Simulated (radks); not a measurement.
The numbers below are computed, except where a source is named.
Tc III, configuration [Kr] 4d5 (the NIST ground configuration). Code: a radial shooting solver on a logarithmic mesh with Libxc functionals. Model: scalar-relativistic Kohn-Sham, BLYP, spin-polarised, spherical densities, finite nucleus; open shells are filled with parallel spins first (spin-orbit coupling, left out, can overturn this in heavy ions); Fermi nuclear charge, rms radius 4.4112 fm.

Local quantities along the radius. ELF = 1/(1 + alpha^2) is the electron localisation function; alpha = (tau - tau_W)/tau_unif compares the Pauli kinetic energy density with that of the uniform gas (summed over spins). tau is taken from the large components.

r (bohr)	ELF	alpha
0.002019	1.000	0.02217
0.002629	0.999	0.02318
0.003451	0.999	0.02506
0.00453	0.999	0.02815
0.005946	0.999	0.03315
0.007805	0.998	0.04141
0.01016	0.997	0.05515
0.01334	0.993	0.08115
0.01751	0.982	0.1338
0.02298	0.941	0.2510
0.03017	0.784	0.5253
0.0396	0.466	1.070
0.05156	0.309	1.496
0.06768	0.438	1.133
0.08883	0.694	0.6646
0.1166	0.765	0.5544
0.153	0.559	0.8890
0.1993	0.291	1.560
0.2616	0.476	1.050
0.3433	0.751	0.5754
0.4507	0.729	0.6090
0.5915	0.320	1.459
0.7703	0.248	1.743
1.011	0.719	0.6255
1.327	0.758	0.5656
1.742	0.560	0.8863
2.286	0.283	1.592
2.977	0.093	3.120
3.908	0.014	8.408
5.129	0.001	37.10

On this mesh the ELF has minima near r = 0.052, 0.20, 0.68 bohr, which separate the shells, and maxima near 0.12 (0.76), 0.39 (0.78), 1.2 (0.78).
